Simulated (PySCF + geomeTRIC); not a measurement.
Level of theory: TPSS-D3(BJ)/def2-SVP (PySCF + geomeTRIC). fastk is a local helper that only speeds up exchange builds. No frequencies were computed at this level.

```python
import json, numpy as np
from pyscf import gto, dft
from fastk import lowrank_exchange
atoms = """
Cd     0.000000     0.000000     0.000000
Br     0.770404    -1.635589     1.645594
Br    -0.770404     1.635589    -1.645594
"""
def scf(charge, spin, dm0=None):
    mol = gto.M(atom=atoms, basis='def2-svp', ecp={'Cd': 'def2-svp'}, charge=charge, spin=spin, verbose=3, max_memory=3360)
    mf = dft.KS(mol, xc='tpss').density_fit(auxbasis="def2-universal-jkfit")
    mf.disp = 'd3bj'
    mf.grids.level = 3
    mf.conv_tol = 1e-8
    mf.max_cycle = 120
    mf.level_shift = 0.25
    mf.kernel(dm0)
    if not mf.converged:
        mf = mf.newton().run(mf.mo_coeff, mf.mo_occ).undo_soscf()
    return mf
mf = scf(0, 0)
from pyscf.geomopt.geometric_solver import kernel as optimize
path = []
done, mol = optimize(mf, maxsteps=120, assert_convergence=False, callback=lambda env: path.append((env["energy"], bool(env["g_scanner"].converged))))
res = dict(converged=bool(done and path[-1][1]), energy=path[-1][0], path=[e for e, c in path], xyz=mol.atom_coords(unit="Angstrom").tolist(), nao=mol.nao)
json.dump(res, open("result.json", "w"))
```

Output:

```
converged SCF energy = -5315.27959864363
Geometry optimization cycle 1
converged SCF energy = -5315.27959864363
cycle 1: E = -5315.27959864  dE = -5315.28  norm(grad) = 0.00794836
Geometry optimization cycle 2
converged SCF energy = -5315.27987163732
cycle 2: E = -5315.27987164  dE = -0.000272994  norm(grad) = 0.000833284
Geometry optimization cycle 3
converged SCF energy = -5315.27987505352
cycle 3: E = -5315.27987505  dE = -3.4162e-06  norm(grad) = 4.52841e-05
Geometry optimization cycle 4
converged SCF energy = -5315.27987505678
cycle 4: E = -5315.27987506  dE = -3.25417e-09  norm(grad) = 1.67026e-05
<class 'geometric.internal.Distance'> : 2
<class 'geometric.internal.LinearAngle'> : 2
<class 'geometric.internal.TranslationX'> : 1
<class 'geometric.internal.TranslationY'> : 1
<class 'geometric.internal.TranslationZ'> : 1
<class 'geometric.internal.RotationA'> : 1
<class 'geometric.internal.RotationB'> : 1
<class 'geometric.internal.RotationC'> : 1
Step    0 : Gradient = 4.589e-03/5.620e-03 (rms/max) Energy = -5315.2795986436
Step    1 : Displace = 2.327e-02/2.850e-02 (rms/max) Trust = 1.000e-01 (=) Grad = 4.811e-04/5.892e-04 (rms/max) E (change) = -5315.2798716373 (-2.730e-04) Quality = 0.902
Step    2 : Displace = 2.207e-03/2.704e-03 (rms/max) Trust = 1.414e-01 (+) Grad = 2.614e-05/3.202e-05 (rms/max) E (change) = -5315.2798750535 (-3.416e-06) Quality = 1.133
Step    3 : Displace = 1.042e-04/1.276e-04 (rms/max) Trust = 2.000e-01 (+) Grad = 9.643e-06/1.181e-05 (rms/max) E (change) = -5315.2798750568 (-3.254e-09) Quality = 0.239
Converged! =D
```

Cost: very roughly 50 core-seconds.
